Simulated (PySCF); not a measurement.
Cl4Ti, charge -1, multiplicity 2. Atoms are numbered in the order given.

```xyz
5

Ti     0.0000     0.0000     0.0000
Cl     1.2866    -1.2866     1.3856
Cl     1.2866     1.2866    -1.3856
Cl    -1.2866    -1.2866    -1.3856
Cl    -1.2866     1.2866     1.3856
```
Charge -1, spin multiplicity 2.

Geometry: PBE0-D3(BJ)/def2-SVPD. The spin state was assumed, not searched. The isomer is the one that the SMILES or the coordinates give; other isomers of the formula were not compared.

The numbers are results of PBE/def2-SVPD (PySCF), not measurements.

Isolated molecule, no solvent. A positive occupied level means that this level leaves the electron formally unbound; only the finite basis holds it.

Computed frontier levels, dipole moment and polarisability:
```
Quantity                                                             Result
------------------------------------------------  -------------------------
α spin, highest occupied and lowest empty level            0.13 and 0.28 eV
β spin, highest occupied and lowest empty level           -3.34 and 0.77 eV
dipole moment about the centre of nuclear charge                     0.00 D
mean static polarisability                           112.8 bohr³ (16.71 Å³)
polarisability, principal values                  110.6, 113.9, 113.9 bohr³
⟨S²⟩                                                0.754 (pure state 0.75)
```
